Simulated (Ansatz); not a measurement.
Ansatz results at the PBE0-D4/def2-TZVP geometry: HOMO–LUMO gap (B3LYP/def2-TZVPP) 5.35 eV; LUMO energy (B3LYP/def2-TZVPP) -1.63 eV; HOMO–LUMO gap (PBE0/def2-TZVPP) 5.82 eV.

Each molecule was computed in one conformer, which needn't be the lowest.

Question: Which molecule gave them?
A. `B[SiH2]CN`
B. `C=C1[SiH2]C1=O`
C. `BC(B)=C`
D. `[BH2][GaH][CH2][SiH2]F`

Answer: D. The others give `B[SiH2]CN`: 4.10, -2.55, 4.54; `BC(B)=C`: 5.63, -2.81, 6.01; `C=C1[SiH2]C1=O`: 3.27, -2.99, 3.64.

B3LYP here is the variant with VWN-RPA as its local correlation; programs differ in this.
